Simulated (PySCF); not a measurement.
# Correlation energy of Pt³⁺ (platinum, charge +3)

[Xe] 4f14 5d7, high-spin 4F determinant. Calculation: PySCF 2.14, in aug-cc-pVTZ-PP with ECP60MDF (6s6p5d3f2g, 88 functions); scalar relativity through the core potential. Frozen: 5s2 5p6; 7 electrons correlated.

```
  level  correlation energy (mhartree)
   CCSD                        -149.97
    (T)                          -3.36
CCSD(T)                        -153.33
```

Diagnostics: T1 = 0.0015, D1 = 0.0030, largest double amplitude 0.029.

Spin-orbit coupling, absent here, splits the open shell strongly.

Cost of the coupled-cluster step: about 23 core-seconds, for 7 correlated electrons.

Iterations:

```
CC2 = 0
CCSD nocc = (np.int64(5), np.int64(2)), nmo = (84, 84)
frozen orbitals [[0, 1, 2, 3], [0, 1, 2, 3]]
max_cycle = 100
direct = 0
conv_tol = 1e-08
conv_tol_normt = 1e-06
diis_space = 8
diis_start_cycle = 0
Init t2, MP2 energy = -0.146033435193835
Init E_corr(UCCSD) = -0.14603343519477
cycle = 1  E_corr(UCCSD) = -0.148849339351333  dE = -0.00281590416  norm(t1,t2) = 0.0160319
cycle = 2  E_corr(UCCSD) = -0.14944821366251  dE = -0.000598874311  norm(t1,t2) = 0.00839999
cycle = 3  E_corr(UCCSD) = -0.149967952568068  dE = -0.000519738906  norm(t1,t2) = 0.00542431
cycle = 4  E_corr(UCCSD) = -0.149965975135988  dE = 1.97743208e-06  norm(t1,t2) = 0.00151179
cycle = 5  E_corr(UCCSD) = -0.14997106713044  dE = -5.09199445e-06  norm(t1,t2) = 0.00030996
cycle = 6  E_corr(UCCSD) = -0.149974424987562  dE = -3.35785712e-06  norm(t1,t2) = 7.23881e-05
cycle = 7  E_corr(UCCSD) = -0.149973924889493  dE = 5.00098069e-07  norm(t1,t2) = 1.15552e-05
cycle = 8  E_corr(UCCSD) = -0.14997394179727  dE = -1.69077769e-08  norm(t1,t2) = 1.9677e-06
cycle = 9  E_corr(UCCSD) = -0.149973953583011  dE = -1.17857411e-08  norm(t1,t2) = 4.27263e-07
cycle = 10  E_corr(UCCSD) = -0.149973952194158  dE = 1.38885273e-09  norm(t1,t2) = 9.3799e-08
UCCSD converged
E(UCCSD) = -116.698194082538  E_corr = -0.1499739521941582
UCCSD(T) correction = -0.00336278158313991
```
